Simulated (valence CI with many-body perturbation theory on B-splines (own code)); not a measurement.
The numbers below are computed, except where a source is named.
# Hyperfine factors and g values of Ce LIII

Level of theory: configuration interaction combined with many-body perturbation theory (CI+MBPT): four valence electrons over a frozen Dirac-Fock core [He], radial functions for each j: 11 s, 11 p, 9 d, 7 f, 5 g, 2 h, 1 i, with the one-electron correlation potential Σ1, the two-electron term Σ2, the three-electron term Σ3, Breit, model QED; selected CI, second order for the rest (own B-spline code, finite nucleus).

The last digits are not significant, and no measured levels were compared; by estimate large intervals hold to a few tenths of a per cent, small ones and those within an open d or f shell to about a per cent. Among the levels kept, up to 260 cm⁻¹ of a level comes from second order outside the variational space, and about a tenth of that is noise between levels of different J, which matters for small intervals.

A/g_I is the dipole constant over the nuclear g factor μ/I (μ in nuclear magnetons, uniformly magnetised nucleus), B/Q the quadrupole constant per barn. Both hold the static response of the core; the bare values leave it out. Large factors of s and p1/2 electrons are usually good to 5 to 10 %; those of open d and f shells near neutrality can be off by tens of per cent, and small factors of p3/2, d and f electrons come from cancelling terms and can be off by a factor of two or in sign, in half-filled shells by more. B is blank for J = 1/2, where it vanishes, and for nearly pure S terms. Energies count from the lowest level. Levels with J = 0 are left out.

Levels are named by their leading jj configuration (3d3/2^4 stands for four electrons in 3d with j = 3/2), which in mixed levels can hold well under half, so a name can repeat and another be missing. Letters in brackets count levels of one name in rising energy.

```tsv
Level	E (eV)	g	A/g_I (MHz)	A/g_I bare	B/Q (MHz/b)	B/Q bare
(2s^2 2p1/2 2p3/2) J=1	461.1	1.481	-188000	-172000	368000	369000
(2s^2 2p1/2 2p3/2) J=2	477.6	1.159	949000	953000	658000	659000
(2s 2p1/2^2 2p3/2) J=2	667.8	1.548	2310000	2300000	668000	669000
(2s 2p1/2^2 2p3/2) J=1	733.6	1.094	-1550000	-1510000	458000	459000
(2s^2 2p3/2^2) J=2	953.0	1.297	390000	399000	76300	76500
(2s 2p1/2 2p3/2^2) J=2 [a]	1109.8	1.548	1700000	1690000	217000	218000
(2s 2p1/2 2p3/2^2) J=3	1147.2	1.310	2070000	2060000	-1520	-1540
(2s 2p1/2 2p3/2^2) J=1 [a]	1205.3	1.297	-1380000	-1340000	-356000	-356000
(2s 2p1/2 2p3/2^2) J=2 [b]	1215.5	1.065	-77300	-56200	-148000	-148000
(2s 2p1/2 2p3/2^2) J=1 [b]	1218.8	1.335	4610000	4570000	179000	180000
(2p1/2^2 2p3/2^2) J=2	1436.3	1.327	356000	375000	70300	70400
(2s 2p3/2^3) J=2	1649.0	1.418	2370000	2350000	-744000	-745000
(2s 2p3/2^3) J=1	1711.7	1.189	-1600000	-1550000	-279000	-280000
(2p1/2 2p3/2^3) J=1	1907.9	1.481	-216000	-187000	-365000	-365000
(2p1/2 2p3/2^3) J=2	1925.0	1.129	948000	954000	-802000	-804000
(2s^2 2p1/2 3s) J=1	5929.7	1.318	2540000	2520000	-12300	-12300
(2s^2 2p1/2 3p1/2) J=1	5989.0	0.649	1740000	1730000	-2970	-2980
(2s 2p1/2^2 3s) J=1	6107.0	1.952	4300000	4250000	29600	29700
(2s^2 2p1/2 3p3/2) J=2	6142.8	1.156	756000	755000	204000	204000
(2s^2 2p1/2 3p3/2) J=1	6148.8	1.606	437000	434000	76800	76900
(2s 2p1/2^2 3p1/2) J=1	6178.8	1.360	4140000	4090000	-2000	-1990
(2s^2 2p1/2 3d3/2) J=2	6192.6	0.751	725000	721000	46600	47000
(2s^2 2p1/2 3d3/2) J=1	6216.0	0.868	-274000	-274000	11800	12000
(2s^2 2p1/2 3d5/2) J=2	6242.1	1.282	-391000	-388000	38100	38500
(2s^2 2p1/2 3d5/2) J=3	6245.3	1.102	470000	467000	31500	32000
(2s 2p1/2^2 3p3/2) J=2	6330.1	1.527	2090000	2070000	200000	200000
(2s 2p1/2^2 3p3/2) J=1	6334.7	1.114	-1890000	-1860000	106000	106000
(2s 2p1/2^2 3d3/2) J=1	6379.3	0.447	-1960000	-1930000	16400	16600
(2s 2p1/2^2 3d3/2) J=2	6384.2	1.149	1970000	1940000	34000	34400
(2s^2 2p3/2 3s) J=2	6416.0	1.481	891000	893000	745000	747000
(2s^2 2p3/2 3s) J=1	6422.5	1.138	-108000	-89800	384000	385000
```
